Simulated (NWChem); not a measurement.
System: GaSiH5O; SMILES [SiH3][O][GaH2]

The following NWChem deck was run.

```
start job
memory heap 200 mb stack 900 mb global 1100 mb
geometry units angstroms noautosym nocenter noautoz
  Ga     0.049923    -1.215301    -0.016596
  H     -1.479317    -1.451373    -0.243396
  H      1.209796    -2.244299     0.139646
  O      0.576536     0.488550     0.082133
  Si     0.037347     2.049184     0.024982
  H      0.349999     2.746636     1.309803
  H     -1.444989     2.111187    -0.195314
  H      0.708512     2.782428    -1.091584
end
basis spherical
  Ga library aug-cc-pvdz
  H library aug-cc-pvdz
  O library aug-cc-pvdz
  Si library aug-cc-pvdz
end
dft
  xc pbe0
  iterations 150
end
property
  response 1 0.0773
end
task dft property
```

NWChem printed, in part:

```
             Northwest Computational Chemistry Package (NWChem) 7.3.0
             --------------------------------------------------------

                             Geometry "geometry" -> ""
                             -------------------------

 Output coordinates in angstroms (scale by  1.889725989 to convert to a.u.)

  No.       Tag          Charge          X              Y              Z
 ---- ---------------- ---------- -------------- -------------- --------------
    1 Ga                  31.0000     0.04992300    -1.21530100    -0.01659600
    2 H                    1.0000    -1.47931700    -1.45137300    -0.24339600
    3 H                    1.0000     1.20979600    -2.24429900     0.13964600
    4 O                    8.0000     0.57653600     0.48855000     0.08213300
    5 Si                  14.0000     0.03734700     2.04918400     0.02498200
    6 H                    1.0000     0.34999900     2.74663600     1.30980300
    7 H                    1.0000    -1.44498900     2.11118700    -0.19531400
    8 H                    1.0000     0.70851200     2.78242800    -1.09158400

 Effective nuclear repulsion energy (a.u.)     240.9029182210

                              NWChem Property Module
                              ----------------------

                                 NWChem DFT Module
                                 -----------------

 Summary of "ao basis" -> "ao basis" (spherical)
 ------------------------------------------------------------------------------
       Tag                 Description            Shells   Functions and Types
 ---------------- ------------------------------  ------  ---------------------
 Ga                       aug-cc-pvdz               14       36   6s5p3d
 H                        aug-cc-pvdz                5        9   3s2p
 O                        aug-cc-pvdz                9       23   4s3p2d
 Si                       aug-cc-pvdz               11       27   5s4p2d

            General Information
            -------------------
          SCF calculation type: DFT
          Wavefunction type:  closed shell.
          No. of atoms     :     8
          No. of electrons :    58
           Alpha electrons :    29
            Beta electrons :    29
          Charge           :     0
          Spin multiplicity:     1
          Use of symmetry is: off; symmetry adaption is: off
          Maximum number of iterations: 150
          AO basis - number of functions:   131
                     number of shells:    59
          Convergence on energy requested:  1.00D-06
          Convergence on density requested:  1.00D-05
          Convergence on gradient requested:  5.00D-04

              XC Information
              --------------
                         PBE0 Method XC Functional
                     Hartree-Fock (Exact) Exchange  0.250
          PerdewBurkeErnzerhof Exchange Functional  0.750
            Perdew 1991 LDA Correlation Functional  1.000 local
           PerdewBurkeErnz. Correlation Functional  1.000 non-local

             Grid Information
             ----------------
          Grid used for XC integration:  medium
          Radial quadrature: Mura-Knowles
          Angular quadrature: Lebedev.
          Tag              B.-S. Rad. Rad. Pts. Rad. Cut. Ang. Pts.
          ---              ---------- --------- --------- ---------
          Ga                  1.30      112          16.0       590
          H                   0.35       45          18.0       434
          O                   0.60       49          12.0       434
          Si                  1.10       88          17.0       590
          Grid pruning is: on
          Number of quadrature shells:   474
          Spatial weights used:  Erf1

      Superposition of Atomic Density Guess
      -------------------------------------

 Sum of atomic energies:       -2289.29376809

      Non-variational initial energy
      ------------------------------

 Total energy =   -2289.990907
 1-e energy   =   -3669.743477
 2-e energy   =    1138.849651
 HOMO         =      -0.353976
 LUMO         =      -0.010835

   convergence    iter        energy       DeltaE   RMS-Dens  Diis-err
 ---------------- ----- ----------------- --------- --------- ---------
 d= 0,ls=0.0,diis     1  -2292.0342827803 -2.53D+03  1.55D-02  7.40D-01
 d= 0,ls=0.0,diis     2  -2291.8066600006  2.28D-01  9.08D-03  3.02D+00
 d= 0,ls=0.0,diis     3  -2292.1210898398 -3.14D-01  1.53D-03  1.42D-02
 d= 0,ls=0.0,diis     4  -2292.1226316189 -1.54D-03  3.23D-04  8.42D-04
 d= 0,ls=0.0,diis     5  -2292.1227496629 -1.18D-04  5.76D-05  2.91D-05
  Resetting Diis
 d= 0,ls=0.0,diis     6  -2292.1227538660 -4.20D-06  1.13D-05  7.33D-07
 d= 0,ls=0.0,diis     7  -2292.1227539660 -1.00D-07  4.92D-06  3.71D-08

         Total DFT energy =    -2292.122753965969
      One electron energy =    -3671.352799053791
           Coulomb energy =     1244.288571213595
    Exchange-Corr. energy =     -105.961444346794
 Nuclear repulsion energy =      240.902918221021

 Numeric. integr. density =       57.999991818514

                       DFT Final Molecular Orbital Analysis
                       ------------------------------------

 Vector   27  Occ=2.000000D+00  E=-3.349716D-01
              MO Center= -6.6D-02, -1.3D-01, -2.1D-02, r^2= 6.3D+00
   Bfn.  Coefficient  Atom+Function         Bfn.  Coefficient  Atom+Function
  ----- ------------  ---------------      ----- ------------  ---------------
    46      0.272523  3 H  s                 13      0.248581  1 Ga px
   114      0.228626  7 H  s                 37     -0.217061  2 H  s
    89     -0.189689  5 Si px                86     -0.183686  5 Si px
    16      0.135473  1 Ga px                14     -0.128803  1 Ga py
   123     -0.127618  8 H  s                105     -0.126217  6 H  s

 Vector   28  Occ=2.000000D+00  E=-3.124831D-01
              MO Center=  4.5D-01,  1.6D+00,  8.2D-02, r^2= 2.9D+00
   Bfn.  Coefficient  Atom+Function         Bfn.  Coefficient  Atom+Function
  ----- ------------  ---------------      ----- ------------  ---------------
    61      0.414140  4 O  pz                64      0.310344  4 O  pz
    91     -0.293038  5 Si pz               105     -0.258765  6 H  s
   123      0.257895  8 H  s                 88     -0.205480  5 Si pz
    67      0.161799  4 O  pz                96     -0.111329  5 Si d -1
    15      0.093117  1 Ga pz                59     -0.060891  4 O  px

 Vector   29  Occ=2.000000D+00  E=-3.027939D-01
              MO Center= -1.3D-01,  3.2D-01, -2.3D-02, r^2= 4.3D+00
   Bfn.  Coefficient  Atom+Function         Bfn.  Coefficient  Atom+Function
  ----- ------------  ---------------      ----- ------------  ---------------
    59      0.413025  4 O  px                62      0.296544  4 O  px
    89     -0.246003  5 Si px               114      0.227008  7 H  s
    37      0.219341  2 H  s                 58      0.215531  4 O  s
    13     -0.175445  1 Ga px                46     -0.156541  3 H  s
    86     -0.143072  5 Si px                66      0.115011  4 O  py

 Vector   30  Occ=0.000000D+00  E=-5.526934D-02
              MO Center= -1.7D-02, -1.4D+00, -2.7D-02, r^2= 4.8D+00
   Bfn.  Coefficient  Atom+Function         Bfn.  Coefficient  Atom+Function
  ----- ------------  ---------------      ----- ------------  ---------------
    18      0.585174  1 Ga pz                15      0.424259  1 Ga pz
    21      0.169037  1 Ga pz                61     -0.165241  4 O  pz
    64     -0.139177  4 O  pz                67     -0.114837  4 O  pz
    16     -0.085569  1 Ga px                13     -0.062046  1 Ga px
    54      0.038030  3 H  pz                45      0.036164  2 H  pz

 Vector   31  Occ=0.000000D+00  E=-1.138194D-02
              MO Center=  1.6D-01,  2.3D-01,  1.7D-02, r^2= 1.0D+01
   Bfn.  Coefficient  Atom+Function         Bfn.  Coefficient  Atom+Function
  ----- ------------  ---------------      ----- ------------  ---------------
     6      0.715430  1 Ga s                  5      0.625777  1 Ga s
    82     -0.487993  5 Si s                 58     -0.438420  4 O  s
    93     -0.424858  5 Si py                48     -0.409686  3 H  s
    17      0.355780  1 Ga py                39     -0.354015  2 H  s
    81      0.351151  5 Si s                 57     -0.338502  4 O  s

 Vector   32  Occ=0.000000D+00  E= 3.866761D-03
              MO Center= -3.6D-01, -1.6D-02, -6.0D-02, r^2= 2.0D+01
   Bfn.  Coefficient  Atom+Function         Bfn.  Coefficient  Atom+Function
  ----- ------------  ---------------      ----- ------------  ---------------
    82      3.827499  5 Si s                116     -1.397946  7 H  s
   107     -1.328671  6 H  s                125     -1.328299  8 H  s
     6     -1.028366  1 Ga s                 66     -0.835620  4 O  py
    17     -0.465020  1 Ga py                90     -0.432655  5 Si py
    58     -0.337739  4 O  s                 20      0.327335  1 Ga py

     Multipole analysis of the density
     ---------------------------------

     L   x y z        total         alpha         beta         nuclear
     -   - - -        -----         -----         ----         -------
     0   0 0 0      0.000000    -29.000000    -29.000000     58.000000

[...]

 DFT Linear Response polarizability / au
 Frequency  =       0.0773000 / au
 Wavelength =     589.4353558 / nm
              X              Y              Z
 -----------------------------------------------
 X      62.2214576     -0.3314000      1.3804477
 Y      -0.3313895     75.8878931      0.2571936
 Z       1.3804473      0.2571922     52.9620870
 -----------------------------------------------
 Eigenvalues =      62.4166094     75.8981192     52.7567090
 Isotropic   =      63.6904792
 Anisotropic =      20.1319355
 -----------------------------------------------

 Magnetic Dipole Response Matrix (nonzero elements):
```

Level: PBE0/aug-cc-pVDZ. The geometry was optimised at PBE0/def2-SVP.
